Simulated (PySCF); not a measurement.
# EPR parameters of C2H7F3NSi2

Species: C₂H₇F₃NSi₂ (doublet state).
Z-matrix (Å and degrees, GFN2-xTB geometry), rows numbered from 1:
```
F 
C   1  1.3396
F   2  1.3439  1  106.52
F   2  1.3469  1  106.21  3  -112.89
C   2  1.5250  1  113.10  3   123.65
N   5  1.4027  2  115.14  1    60.67
Si  6  1.6460  5  133.66  2     7.34
Si  7  2.4028  6  100.72  5    91.21
H   5  1.1004  2  106.61  1   -61.06
H   5  1.1017  2  106.61  1  -175.45
H   7  1.4683  6  127.79  5   -25.40
H   7  1.4589  6  106.03  5  -159.46
H   8  1.4583  7  109.81  6    62.02
H   8  1.4579  7  110.60  6   -60.32
H   8  1.4624  7  106.40  6  -179.94
```

The hyperfine couplings belong to this conformer and change with its torsions.

As a line formula: `FC(F)(F)C[N][SiH2][SiH3]` [radical].

Computed, not measured: UKS B3LYP, pcH-1 on C F H N Si, non-relativistic, mean-field spin-orbit, GIAO in PySCF. Geometry: GFN2-xTB, one conformer, isolated molecule. Couplings are sensitive to structure, and on GFN2-xTB geometries they can be far from those on DFT ones. No stability test was run, so a lower SCF solution isn't excluded.

| Item | Value |
| --- | --- |
| g1, g2, g3 | 2.00211, 2.00447, 2.00850 |
| g_iso | 2.00503 |
| Form of g | rhombic: the two nearest values differ by 37 % of g3 − g1 |
| ⟨S²⟩ | 0.7560 (exact 0.7500) |
| Basis functions | 290 |

Hyperfine couplings atom by atom, in 10⁻⁴ cm⁻¹; T1 to T3 are the principal values of the dipolar part; ρ(0) is the spin density at the nucleus (1 × 10⁻⁴ cm⁻¹ = 2.998 MHz):

```tsv
atom	isotope	a_iso	of which spin–orbit	T1	T2	T3	Mulliken spin population	ρ(0) (bohr⁻³)
F1	19F	-0.4	0.0	-0.6	-0.2	0.8	0.00	-0.0003
C2	13C	-0.6	0.0	-0.3	-0.2	0.5	0.00	-0.0015
F3	19F	-0.6	0.0	-0.9	-0.2	1.1	0.00	-0.0004
F4	19F	-0.2	0.0	-0.7	0.0	0.7	0.00	-0.0001
C5	13C	-9.8	0.0	-1.3	0.2	1.1	-0.06	-0.0261
N6	14N	9.1	0.0	-12.1	-11.6	23.7	0.78	0.0844
Si7	29Si	18.5	0.0	-1.6	0.0	1.6	-0.05	-0.0625
Si8	29Si	-41.8	0.1	-13.9	6.7	7.2	0.17	0.1413
H9	1H	41.6	0.0	-2.0	-1.1	3.1	0.05	0.0279
H10	1H	34.8	0.0	-1.8	-1.2	3.0	0.05	0.0233
H11	1H	9.1	0.0	-0.9	-0.6	1.4	0.01	0.0061
H12	1H	19.1	0.0	-1.1	-0.7	1.8	0.03	0.0128
H13	1H	-0.8	0.0	-1.0	-0.3	1.3	0.00	-0.0005
H14	1H	-0.5	0.0	-1.0	-0.3	1.2	0.00	-0.0003
H15	1H	13.9	0.0	-1.0	0.0	1.1	0.03	0.0093
```

The Mulliken spin populations are largest on N6 (+0.78) and Si8 (+0.17).

Axes: g1 points within 10° of the Si7–Si8 bond and g3 points within 6° of the C5–N6 bond.

Under fast tumbling the dipolar parts average out, and these isotropic splittings remain: 2 × 1H (H9/H10, I = 1/2, 3 lines) with 4.08 mT, 2 × 1H (H11/H12, I = 1/2, 3 lines) with 1.50 mT, 1 × 14N (N6, I = 1, 3 lines) with 0.98 mT, 3 × 1H (H13/H14/H15, I = 1/2, 4 lines) with 0.45 mT and 3 × 19F (F1/F3/F4, I = 1/2, 4 lines) with 0.04 mT.

Means are taken over nuclei equivalent by connectivity, which assumes that they swap fast. The three 1H nuclei of mean +12.6 MHz run from -2.4 to 41.8 MHz in the frozen geometry. The 1H value of +42.2 MHz is a mean of couplings from 27.2 to 57.1 MHz in this one geometry, not an average over conformers. The 1H value of +114.6 MHz is a mean of couplings from 104.3 to 124.9 MHz in this one geometry, not an average over conformers.

The 13C coupling of C5 (-29.3 MHz) shows only in satellite lines or after enrichment, since that isotope makes up about 1.07 % of natural carbon.

The 29Si coupling of Si8 (-125.4 MHz) shows only in satellite lines or after enrichment, since that isotope makes up about 4.7 % of natural silicon.

The run took 2.7 min (with the writing of density and orbital grids) on one thread of an Arm Neoverse N1, shared host with 32 logical CPUs at a one-minute load of 15, and the process peaked at 0.98 GiB of memory.
